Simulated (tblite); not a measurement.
A tight-binding relaxation on `[SiH3][SiH2][SiH2]CN([SiH3])[SiH2]Cl`.

Computed with GFN2-xTB geometry optimisation, gas phase (tblite 0.8.0). Start geometry: from a force field or distance geometry. A driver script takes a list of jobs; this job's settings line and coordinates (Å) are shown.

Command:
```bash
OMP_NUM_THREADS=1 python probes_run.py task.json out
```

Input:
```
{"job": {"kind": "relax", "xc": "GFN2-xTB", "basis": "xTB"}, "charge": 0, "multiplicity": 1}
Si     2.589300    -0.682400     1.006600
Si     2.289800    -0.670100    -1.274400
Si     0.694300     0.887800    -1.738300
C     -1.015900     0.277200    -1.243900
N     -1.203400     0.159200     0.238300
Si    -1.646700     1.505100     1.215100
Si    -2.048000    -1.155700     0.942600
Cl    -1.235400    -2.910700     0.272800
H      2.908900     0.685400     1.495000
H      1.365700    -1.148300     1.736400
H      3.705400    -1.574300     1.385400
H      1.898000    -2.018600    -1.784400
H      3.567200    -0.295500    -1.927300
H      0.678700     1.140300    -3.212300
H      0.999400     2.199400    -1.084900
H     -1.136800    -0.705000    -1.711700
H     -1.788500     0.915100    -1.673300
H     -1.218600     1.273700     2.618200
H     -0.932400     2.693900     0.698700
H     -3.095100     1.742000     1.109600
H     -3.464700    -1.114700     0.506400
H     -1.921800    -1.184200     2.424600
```

Output:
```
step      E/eV     max force
  0    -692.67368    1.554
  1    -692.77131    0.608
  2    -692.81899    0.525
  3    -692.84271    0.465
  4    -692.87614    0.475
  5    -692.90296    0.425
  6    -692.92798    0.395
  7    -692.94666    0.238
  8    -692.96140    0.234
  9    -692.97357    0.278
... (146 lines left out)
156    -693.17183    0.028
157    -693.17193    0.019
158    -693.17198    0.015
159    -693.17201    0.010
160    -693.17203    0.011
161    -693.17206    0.013
162    -693.17210    0.014
163    -693.17213    0.016
164    -693.17216    0.010
165    -693.17217    0.008
```

«max force» is the largest atomic force in eV/Å.

From which step on does the largest force stay under 0.1 eV/Å, and how much energy is left to gain from there?

From step 82 (0.082 eV/Å), 24.1 meV above the end.

In short: energy lowered by 11.5 kcal/mol over 165 steps; largest atomic force 0.008 eV/Å at the end.

Estimate the wall time. Hardware: AMD EPYC, one thread, no GPU, shared host.

About 7.7 s.
Labels such as C1 count atoms from 1, the log's own numbers from 0.
